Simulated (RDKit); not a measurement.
A run for RDKit: MMFF94 on C2H6 (SMILES CC), a point of a torsion scan.

```python
from rdkit import Chem
from rdkit.Chem import AllChem, rdDetermineBonds

blocks = [
'''8

C    -0.76190681    0.08191776   -0.00841886
C     0.76351539   -0.06620025   -0.00853770
H    -1.21670576   -0.54505705   -0.77094038
H    -1.05617290    1.10949627   -0.20555252
H    -1.18365745   -0.20514963    0.95133505
H     1.08927926   -0.76892933   -0.77109013
H     1.12230779   -0.42886100    0.95120695
H     1.24979230    0.88565256   -0.20583055
''',
]
mol = None
for b in blocks:
    f = Chem.MolFromXYZBlock(b)
    rdDetermineBonds.DetermineBonds(f, charge=0)
    mol = f if mol is None else Chem.CombineMols(mol, f)
Chem.SanitizeMol(mol)
print(Chem.MolToSmiles(Chem.RemoveHs(mol)))
ff = AllChem.MMFFGetMoleculeForceField(mol, AllChem.MMFFGetMoleculeProperties(mol), nonBondedThresh=100.0, ignoreInterfragInteractions=False)
e = ff.CalcEnergy()
print(f'MMFF94 energy {e:.6f} kcal/mol')
```

The log:

```
CC
MMFF94 energy -1.248307 kcal/mol
```

The run finished.

Cost: about 0.03 core-seconds (a rough figure).
